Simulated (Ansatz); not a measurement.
Reaction (atomization): `N=C(Cl)[SiH2][SiH3]` → C• + Cl• + 6 H• + N• + 2 Si•

Calculated with Ansatz (gas phase, PBE0-D4/def2-TZVP geometries, no zero-point term in ΔE). CCSD(T)/CBS is the MP2 limit (def2-TZVPP, def2-QZVPP) plus CCSD(T) − MP2 in def2-TZVPP, frozen cores. This one scheme is used for every species, atoms too. For atomizations the MP2-based limit and the directly extrapolated one differ by several kJ/mol either way, and by 10 to 25 for some Ge, Se and Sn compounds, so smaller differences from it don't rank the levels. DFT in def2-TZVPP. Open shells (•) are unrestricted, without spin–orbit coupling. Spin–orbit coupling would lower the free atoms: a little for C, Cl, Si. One conformer a species, not always the lowest.

`N=C(Cl)[SiH2][SiH3]`:

Z-matrix (Å, degrees):
```
Si
Si 1 2.340
C 1 1.898 2 109.5
H 1 1.489 2 111.8 3 -117.4
H 1 1.485 2 111.5 3 119.5
H 2 1.486 1 109.3 3 52.9
H 2 1.487 1 109.0 3 172.2
H 2 1.484 1 110.1 3 -67.7
Cl 3 1.763 1 111.7 2 60.7
N 3 1.252 1 130.5 2 -117.9
H 10 1.020 3 110.8 1 -1.4
```

CCSD(T)/CBS gives +36.61 eV.

Problem. Another level gave +36.52 eV. Which?
A. revPBE-D4/def2-TZVPP
B. B2PLYP/def2-TZVPP
C. revPBE/def2-TZVPP
D. BLYP-D4/def2-TZVPP

Solution. A. revPBE-D4 36.52, revPBE 35.71, BLYP-D4 36.69, B2PLYP 36.10 eV.

Largest T1 diagnostic among the species: 0.014.

From BLYP to BHLYP (50 % exact exchange), in def2-TZVPP and without D4, ΔE moves by −0.81 eV: exact exchange takes away binding that semilocal exchange gives to molecules. Leaving LDA and LC-ωPBE aside and taking each functional with its dispersion term where it has one, the values, not all of them listed here, spread over 1.66 eV, from BHLYP-D4 to PBE-D4. LDA lies +4.84 eV from PBE without D4, its usual overbinding.
